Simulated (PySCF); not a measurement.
## Br: excitation energy

Br [Ar] 3d10 4s2 4p5 (2P) → Br [Ar] 3d10 4s1 4p6 (2S), as a difference of total energies. Computed with PySCF 2.14 in x2c-TZVPPall (6s5p4d1f, 48 functions), with scalar relativity by spin-free X2C-1e. Correlated levels: valence and next inner shell: [Ne] frozen. The calculations carry no spin-orbit coupling.

```
                                method  excitation energy (eV)
                                   UHF                  15.114
    MP2 (valence and next inner shell)                  13.111
SCS-MP2 (valence and next inner shell)                  12.864
   CCSD (valence and next inner shell)                  11.970
CCSD(T) (valence and next inner shell)                  11.128
```

Problem. How much does correlation contribute at CCSD(T) (valence and next inner shell)?

Solution. 11.128 − (15.114) = -3.986 eV, measured against UHF.

A first-order spin-orbit estimate (lowest level to lowest level, LS coupling) adds 0.148 eV.

The upper state lies above the first ionisation limit, where it may autoionise and the basis confines it.

The coupled-cluster amplitudes are large for the upper state (T1 above 0.03 or a double amplitude above 0.15), so a single reference is strained.
